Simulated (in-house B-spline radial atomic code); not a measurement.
Successive ionisation energies of xenon; each step leads to the configuration of the next row (after the last: bare). NIST's values go from ground level to ground level; the uncertainty of those that are theory runs from under 0.1 % in few-electron ions to several per cent in heavy many-electron ones. Computed with an all-electron radial atomic-structure program (B-spline basis): non-relativistic Hartree-Fock, average of the configuration, point nuclei.

This level leaves out relativity, spin-orbit splitting included, which matters for heavy ions.

| ion | configuration | ionisation energy (eV) | tabulated value (eV) | tabulated kind | computed minus tabulated (eV) | highest orbital | largest mean radius (bohr) |
| --- | --- | --- | --- | --- | --- | --- | --- |
| Xe44+ | [He] 2s2 2p6 | 7632.6 | 7660 | tabulated theory | -27 | 2p | 0.11832 |
| Xe45+ | [He] 2s2 2p5 | 7864.7 | 7889 | tabulated theory | -24 | 2p | 0.11764 |
| Xe46+ | [He] 2s2 2p4 | 8099.7 | 8144 | tabulated theory | -44 | 2p | 0.11697 |
| Xe47+ | [He] 2s2 2p3 | ? | ? | tabulated theory | ? | ? | ? |
| Xe48+ | [He] 2s2 2p2 | 8578.1 | 8971 | tabulated theory | -393 | 2p | 0.11564 |
| Xe49+ | [He] 2s2 2p1 | 8821.4 | 9243 | tabulated theory | -422 | 2p | 0.11498 |
| Xe50+ | [He] 2s2 | ? | ? | tabulated theory | ? | ? | ? |
| Xe51+ | [He] 2s1 | 9340.7 | 9810.37 | tabulated theory | -470 | 2s | 0.11373 |
| Xe52+ | 1s2 | ? | ? | tabulated theory | ? | ? | ? |
| Xe53+ | 1s1 | 39674.2 | 41299.89 | tabulated theory | -1626 | 1s | 0.027778 |

Question: Fill in the row of Xe47+.

Answer: ionisation energy (eV): 8337.5; tabulated value (eV): 8382; computed minus tabulated (eV): -45; highest orbital: 2p; largest mean radius (bohr): 0.1163.

Question: Fill in the row of Xe50+.

Answer: ionisation energy (eV): 9125.3; tabulated value (eV): 9581; computed minus tabulated (eV): -456; highest orbital: 2s; largest mean radius (bohr): 0.11433.

Question: Fill in the row of Xe52+.

Answer: ionisation energy (eV): 38758.8; tabulated value (eV): 40271.73; computed minus tabulated (eV): -1513; highest orbital: 1s; largest mean radius (bohr): 0.027972.

Question: Where is the largest jump?

Answer: From Xe51+ to Xe52+, by a factor of 4.15 (9340.7 to 38759 eV); the highest orbital goes from 2s to 1s.
